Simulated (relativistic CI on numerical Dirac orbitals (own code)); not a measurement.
# Mn5+: M2,3 absorption edge

Computed with this model: Dirac-Coulomb-Breit CI, orbitals from a KLI potential per configuration, model QED (radiative potential, 1s self-energy scaled to tabulated hydrogen-like ionisation energies), valence Slater integrals scaled by 0.9, multiplet model of core-to-valence dipole absorption; configurations [Ar] 3d2 → [Ne] 3s2 3p5 3d3; 10 K; Lorentzian 0.48 eV and Gaussian 0.3 eV FWHM. Energies are those of the free ion, without screening or charge transfer. The branching ratio is the share of the lower-energy edge in the whole absorption, uncertain by about 0.02 where the edges overlap. S is read from ⟨S²⟩ = S(S + 1).

Field parameters in Wybourne normalisation: Oh B⁴₀ = 21Dq, B⁴₄ = √(5/14) B⁴₀. The field is a parameter set, without covalency.

free ion: ground-state S = 1.00, centroid 64.57 eV. Peaks (eV, height): 54.9 (12), 59.1 (61), 63.7 (14), 66.2 (100), 70.2 (62).

Oh, 10Dq = 5900 cm⁻¹: ground-state S = 1.00, centroid 64.67 eV. Peaks (eV, height): 55.4 (12), 59.4 (63), 64.1 (14), 66.6 (100), 70.6 (60).

Oh, 10Dq = 13250 cm⁻¹: ground-state S = 1.00, centroid 64.77 eV. Peaks (eV, height): 56.2 (10), 60.0 (68), 64.9 (17), 67.1 (100), 71.4 (46).

Oh, 10Dq = 20650 cm⁻¹: ground-state S = 1.00, centroid 64.86 eV. Peaks (eV, height): 57.1 (10), 57.7 (6), 60.6 (48), 65.8 (18), 67.5 (100), 72.1 (25), 72.6 (22).

Oh, 10Dq = 28050 cm⁻¹: ground-state S = 1.00, centroid 64.95 eV. Peaks (eV, height): 58.2 (10), 58.9 (8), 61.0 (50), 62.3 (23), 63.5 (11), 66.7 (23), 68.0 (100), 69.7 (14), 72.9 (20), 73.9 (11).

Oh, 10Dq = 35400 cm⁻¹: ground-state S = 1.00, centroid 65.04 eV. Peaks (eV, height): 55.2 (6), 60.1 (15), 61.6 (47), 62.2 (46), 63.2 (25), 64.3 (19), 68.5 (100), 70.8 (11), 73.8 (19), 75.2 (8).

Strongest unbroadened transitions for Oh, 10Dq = 28050 cm⁻¹:

```tsv
Energy (eV)	Relative strength
58.23	13.5
60.92	55.8
61.00	15.7
61.09	21.5
61.46	41.6
61.79	12.5
62.28	24.4
66.65	34.4
67.59	8.4
67.81	97.9
67.96	8.5
68.03	100.0
68.24	61.6
69.66	7.4
69.69	14.8
72.92	42.7
73.85	9.7
73.93	12.0
```
